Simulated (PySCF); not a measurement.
Radial density of Mg (magnesium, neutral)

B97-3, [Ne] 3s1 4s1, 4s spin antiparallel (an excited configuration). Calculation: PySCF 2.14, in dyall-av2z (14s10p4d, 64 functions); the non-relativistic Hamiltonian (point nucleus).

```
r (bohr)  4πr²ρ (e/bohr)
 0.00184         0.04466
 0.00310          0.1230
 0.00521          0.3298
 0.00877          0.8580
  0.0147           2.102
  0.0248           4.679
  0.0417           8.841
  0.0702           12.80
   0.118           12.25
   0.199           7.937
   0.334           8.915
   0.562           10.86
   0.945           5.021
    1.59          0.9952
    2.67          0.7159
    4.50          0.2644
    7.56         0.01345
```

The outer electron is Rydberg-like, and this basis confines it to a smaller radius and binds it less than a complete one would. With the s spin flipped the determinant is a mixture of two multiplicities, not a spectroscopic state.
